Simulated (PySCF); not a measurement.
Quadrupolar nuclei of `C#Cc1ccco1` in NMR

C6H4O.
Numbering: `[CH:1]#[C:2][c:3]1[cH:4][cH:5][cH:6][o:7]1` (hydrogens: H8 on C1; H9 on C4; H10 on C5; H11 on C6)

Computed at PBE0/pcSseg-1 (PySCF, non-relativistic):

| atom | environment | nucleus | spin I | Q (b) | CQ = χzz (MHz) | η |
| --- | --- | --- | --- | --- | --- | --- |
| O7 | furan-type oxygen | 17O | 5/2 | -0.0256 | -8.837 | 0.019 |

Task: Which field gradients stand behind these couplings (CQ in MHz = 234.96 × Q in b × Vzz in au)?

Result: The tensor is traceless, so η fixes the two smaller values:

| atom | Vxx (au) | Vyy (au) | Vzz (au) | Vzz (10²¹ V/m²) |
| --- | --- | --- | --- | --- |
| O7 | -0.721 | -0.749 | 1.469 | 14.28 |

Task: At 16.45 T, set νQ = 3|CQ|/[2I(2I − 1)] beside the Larmor frequency (|g| × 7.62259 MHz/T × B; g(17O) = −0.75752), and give PQ = |CQ|√(1 + η²/3).

Result: 
| atom | PQ (MHz) | νQ (MHz) | ν0 (MHz) | νQ/ν0 |
| --- | --- | --- | --- | --- |
| O7 | 8.837 | 1.326 | 94.99 | 0.014 |

For O7: PQ = 8.837 × 1.0001, νQ = 8.837 × 0.1500, ν0 = 5.7742 MHz/T × 16.45 T.

Task: Second-order quadrupolar shift of the central transition's centre of gravity (half-integer spins, νQ < ν0/10) at 16.45, 18.8 and 23.5 T.

Result: δ = −(3/40)(PQ/ν0)² [I(I + 1) − 3/4]/[I²(2I − 1)²], in ppm:

| site | 16.45 T | 18.8 T | 23.5 T |
| --- | --- | --- | --- |
| 17O at O7 | -51.9 | -39.8 | -25.4 |

Task: Quadrupolar 1/T1 and linewidth for τc = 2 ps (extreme narrowing, isotropic tumbling)?

Result: 1/T1 = 1/T2 = (3π²/10)(2I + 3)/[I²(2I − 1)] × PQ² × τc; the width is 1/(πT2).

```tsv
site	spin factor (2I + 3)/[I²(2I − 1)]	1/T1 (s⁻¹)	T1 (ms)	linewidth (Hz)
17O at O7	0.320	148	6.76	47.1
```

Solvent, lattice and vibrations would change these gradients. Isolated species at its PBE0-D3(BJ)/def2-SVP geometry, gas phase. The basis is small and wasn't made for field gradients, so the couplings can be 20 % off.
